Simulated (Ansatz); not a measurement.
Reaction (cleavage of the B–Ga bond): `[CH3][GaH][B]1CC1` + HBr → `BrB1CC1` + `[CH3][GaH2]`

Gas-phase electronic energies from Ansatz, PBE0-D4/def2-TZVP geometries. CCSD(T)/CBS is the MP2 limit (def2-TZVPP, def2-QZVPP) plus CCSD(T) − MP2 in def2-TZVPP, frozen cores. DFT in def2-TZVPP. B3LYP here is the variant with VWN-RPA as its local correlation; programs differ in this. For Br, Ga outer-core shells are correlated without core-valence functions, which leaves a few kJ/mol of doubt a bond. Scalar relativity is left out up to krypton. One conformer a species, not always the lowest.

```tsv
level	ΔE (kJ/mol)	difference from CCSD(T)/CBS
PBE0-D4	-62.7	-1.3
B3LYP-D4	-63.8	-2.4
r2SCANh-D4	-64.5	-3.1
B2PLYP	-67.3	-5.9
B3LYP	-65.5	-4.1
BHLYP	-69.3	-7.9
CAM-B3LYP	-66.7	-5.3
CCSD/def2-SVP	-67.9	-6.5
HF/def2-TZVPP	-75.2	-13.8
CCSD(T)/def2-TZVPP	-62.5	-1.1
CCSD(T)/CBS	-61.4	0
```

Largest T1 diagnostic among the species: 0.012.

Leaving LDA and LC-ωPBE aside and taking each functional with its dispersion term where it has one, the values, not all of them listed here, spread over 11.5 kJ/mol, from B97M-V to PBE-D4. In def2-TZVPP, CCSD(T) changes the Hartree–Fock value by +12.7 kJ/mol (the triples alone add +0.2 kJ/mol) and MP2 by +6.3 kJ/mol. From BLYP to BHLYP (50 % exact exchange), in def2-TZVPP and without D4, ΔE moves by −6.5 kJ/mol.
